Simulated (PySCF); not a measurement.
## Radial density of Ar²⁺ (argon, charge +2)

TPSS, [Ne] 3s2 3p4, high-spin 3P determinant. All numbers are calculated (PySCF 2.14, the non-relativistic Hamiltonian (point nucleus), in aug-cc-pV(D+d)Z (5s4p3d, 32 functions)).

```
r (bohr)  4πr²ρ (e/bohr)  4πr²(ρα − ρβ)
 0.00119         0.06506         0.0000
 0.00200          0.1793         0.0000
 0.00336          0.4819         0.0000
 0.00565           1.257         0.0001
 0.00950           3.095         0.0003
  0.0160           6.946         0.0009
  0.0269           13.31         0.0034
  0.0452           19.73         0.0147
  0.0760           19.76         0.0629
   0.128           14.65         0.2089
   0.215           18.27         0.3769
   0.362           19.26         0.1598
   0.609           6.590         0.1616
    1.02           4.903         1.4590
    1.72           3.101         1.0714
    2.90          0.2516         0.0867
    4.87        0.001408         0.0005
    8.19       2.482e-05         0.0000
```
